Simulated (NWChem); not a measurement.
System: silicon monosulfide (SiS, singlet); SMILES [Si]=S

Parts of the log:

```
             Northwest Computational Chemistry Package (NWChem) 7.3.0
             --------------------------------------------------------

                             Geometry "geometry" -> ""
                             -------------------------

 Output coordinates in angstroms (scale by  1.889725989 to convert to a.u.)

  No.       Tag          Charge          X              Y              Z
 ---- ---------------- ---------- -------------- -------------- --------------
    1 Si                  14.0000     0.00000000     0.00000000     1.03649500
    2 S                   16.0000     0.00000000     0.00000000    -0.90315400

 Effective nuclear repulsion energy (a.u.)      61.1119350851

  pbe96 is a nonlocal functional; adding pw91lda local functional.

                                 NWChem DFT Module
                                 -----------------

 Summary of "ao basis" -> "ao basis" (spherical)
 ------------------------------------------------------------------------------
       Tag                 Description            Shells   Functions and Types
 ---------------- ------------------------------  ------  ---------------------
 Si                         6-31+g*                 10       22   5s4p1d
 S                          6-31+g*                 10       22   5s4p1d

            General Information
            -------------------
          SCF calculation type: DFT
          Wavefunction type:  closed shell.
          No. of atoms     :     2
          No. of electrons :    30
           Alpha electrons :    15
            Beta electrons :    15
          Charge           :     0
          Spin multiplicity:     1
          Use of symmetry is: off; symmetry adaption is: off
          Maximum number of iterations: 150
          AO basis - number of functions:    44
                     number of shells:    20
          Convergence on energy requested:  1.00D-06
          Convergence on density requested:  1.00D-05
          Convergence on gradient requested:  5.00D-04

              XC Information
              --------------
          PerdewBurkeErnzerhof Exchange Functional  1.000
            Perdew 1991 LDA Correlation Functional  1.000 local
           PerdewBurkeErnz. Correlation Functional  1.000 non-local

[...]

                                NWChem TDDFT Module
                                -------------------

            General Information
            -------------------
           No. of orbitals :      88
            Alpha orbitals :      44
             Beta orbitals :      44
        Alpha frozen cores :       0
         Beta frozen cores :       0
     Alpha frozen virtuals :       0
      Beta frozen virtuals :       0
         Spin multiplicity :       1
    Number of AO functions :      44
        Use of symmetry is : off
      Symmetry adaption is : off
         Schwarz screening :  0.10D-07

              XC Information
              --------------
   PerdewBurkeErnzerhof Exchange Functional   1.00
     Perdew 1991 LDA Correlation Functional   1.00 local
    PerdewBurkeErnz. Correlation Functional   1.00 non-local

             TDDFT Information
             -----------------
          Calculation type : Tamm-Dancoff TDDFT
         Wavefunction type : Restricted singlets
          No. of electrons :      30
           Alpha electrons :      15
            Beta electrons :      15
              No. of roots :       6
          Max subspacesize :    5200
            Max iterations :     100
               Target root :       1
           Target symmetry : none
      Symmetry restriction : off
                 Algorithm : Optimal
        Davidson threshold :  0.10D-03

    6 smallest eigenvalue differences (eV)
--------------------------------------------------------
  No. Spin  Occ  Vir  Irrep   E(Occ)    E(Vir)   E(Diff)
--------------------------------------------------------
    1    1   15   16 a        -0.258    -0.118     3.796
    2    1   15   17 a        -0.258    -0.118     3.796
    3    1   14   16 a        -0.268    -0.118     4.067
    4    1   14   17 a        -0.268    -0.118     4.067
    5    1   13   16 a        -0.268    -0.118     4.067
    6    1   13   17 a        -0.268    -0.118     4.067
--------------------------------------------------------

  Entering Davidson iterations
  Restricted singlet excited states

  Iter   NTrls   NConv    DeltaV     DeltaE      Time
  ----  ------  ------  ---------  ---------  ---------
    1      6       1     0.23E+00   0.10+100        1.3
    2     11       1     0.13E+00   0.67E-01        1.3
    3     16       3     0.64E-01   0.17E-01        1.3
    4     19       5     0.90E-01   0.14E-01        1.1
    5     20       5     0.92E-01   0.69E-05        1.0
    6     21       5     0.39E-01   0.20E-01        1.0
    7     22       5     0.63E-02   0.24E-02        0.6
    8     23       5     0.77E-03   0.47E-04        0.6
    9     24       6     0.80E-04   0.71E-06        0.6
  ----  ------  ------  ---------  ---------  ---------
  Convergence criterion met

  Ground state a        -687.340478696150 a.u.

  ----------------------------------------------------------------------------
  Root   1 singlet a              0.149461033 a.u.                4.0670 eV
  ----------------------------------------------------------------------------
     Transition Moments    X -0.00000   Y -0.00000   Z  0.00000
     Dipole Oscillator Strength                    0.0000000000
     Electric Quadrupole                           0.0000000000
     Magnetic Dipole                               0.0000000000
     Total Oscillator Strength                     0.0000000000

[...]
```

Level: PBE/6-31+G* (spherical d), TDA. Low-valent species are run as closed-shell singlets; no triplet was tried in these runs. All runs use the structure optimised with PBE0/def2-SVP.

Question: Write an input that gives this output.

Answer: This is not unique; one that fits is the input that was run:
```
start job
memory heap 200 mb stack 900 mb global 1100 mb
geometry units angstroms noautosym nocenter noautoz
  Si     0.000000     0.000000     1.036495
  S      0.000000     0.000000    -0.903154
end
basis spherical
  * library 6-31+g*
end
dft
  xc xpbe96 cpbe96
  iterations 150
end
tddft
  cis
  nroots 6
  notriplet
end
task tddft energy
```
